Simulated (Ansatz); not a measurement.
C$_{4}$H$_{5}$ (SMILES [CH2]C#CC), doublet, geometry from GFN2-xTB; B3LYP/aug-cc-pVDZ run with Ansatz (an electronic-structure program).

Ansatz was given this input:
Ansatz 0.2 input:
```yaml
crystal:
  periodic: [false, false, false]
  atoms:
    - {symbol: C, position_ang: [-0.01669866, -0.14473260, 2.05451619]}
    - {symbol: C, position_ang: [-0.00572650, -0.05021694, 0.70569704]}
    - {symbol: C, position_ang: [0.00420741, 0.03413279, -0.51310411]}
    - {symbol: C, position_ang: [0.01585773, 0.13725248, -1.95067878]}
    - {symbol: H, position_ang: [-0.94506085, -0.19981979, 2.59400011]}
    - {symbol: H, position_ang: [0.90273351, -0.16585290, 2.61141141]}
    - {symbol: H, position_ang: [-0.00059800, 1.18728795, -2.25276024]}
    - {symbol: H, position_ang: [0.91722312, -0.32377874, -2.35724285]}
    - {symbol: H, position_ang: [-0.86013765, -0.35645090, -2.37399048]}
basis:
  gaussian:
    orbitals: aug-cc-pVDZ
    occupation: {up: {"A'": 12, "A''": 3}, down: {"A'": 11, "A''": 3}}
hamiltonian:
  xc: b3lyp
magnetization: {spin_polarized: true, initial_magnetization: 1}
```

Write the output that Ansatz gives for this input, abridged.


```
Functional definition: B3LYP
the irreps are read with x along [-0.009, -0.000, 1.000], y along [-0.018, 1.000, 0.000] and z along [-1.000, -0.018, -0.009] of the geometry given
1238 factors; their error is unknown
mean field evaluation 1: about -4218.0479 eV, gradient 4.1e1 eV
mean field evaluation 2: about -4226.9840 eV, gradient 4.2e0 eV
mean field evaluation 4: about -4227.0965 eV, gradient 1.9e-1 eV
mean field evaluation 8: about -4227.0969 eV, gradient 4.4e-6 eV
mean field -4227.09686760 eV, -155.3429446551 hartree, gradient 4.4e-6 eV, S^2 0.768061; 0 other end points of the search recorded, 0 dependent functions left out
reference -4227.09722615 eV, -155.3429578318 hartree; 15, 14 occupied and 122, 123 virtual orbitals, 1238 factors
Total energy: -4227.09722615 eV, -155.3429578318 hartree
```
